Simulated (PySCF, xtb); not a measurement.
Bi(F)(Me)2 (C₂H₆BiF), SMILES [CH3][Bi]([CH3])[F].

GFN2-xTB (xtb) at its own geometry gives an orbital gap of 5.69 eV and a dipole moment of 4.72 D.

Geometry: B3LYP-D3(BJ)/def2-SVP. The structure was generated by enumeration; whether it is a known compound was not checked. The def2 effective core potentials stand for the cores of Bi; spin–orbit coupling is left out.

**Question.** What does PySCF with B3LYP/def2-TZVP give? (The exact figures need the calculation; the answer reports its results.)

**Answer.** gap 5.52 eV (levels -7.01 and -1.50 eV), dipole 3.46 D.
